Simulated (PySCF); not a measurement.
C4H6O2Si, SMILES o1c(O)cc(c1)[SiH3].

The structure is a stationary point at r2SCAN-D4/def2-SVP. A frequency run showed that this geometry is not a minimum. This is a generated structure with no PubChem entry under its InChIKey; it may be hypothetical. Other conformers were not sampled.

Level of theory: PySCF with PBE/def2-TZVP.

The molecule is in vacuum.

| Quantity | Value |
|---|---|
| total energy | -595.56680 hartree |
| point group | Cs |
| highest occupied level | -5.08 eV |
| lowest empty level | -0.96 eV |
| orbital gap | 4.12 eV |
| dipole moment | 1.70 D |
| quadrupole, principal values (traceless, Buckingham form, about the centre of nuclear charge) | -9.40, -4.98, 14.38 D·Å |
| mean static polarisability | 80.1 bohr³ (11.87 Å³) |
| polarisability, principal values | 55.4, 80.5, 104.4 bohr³ |
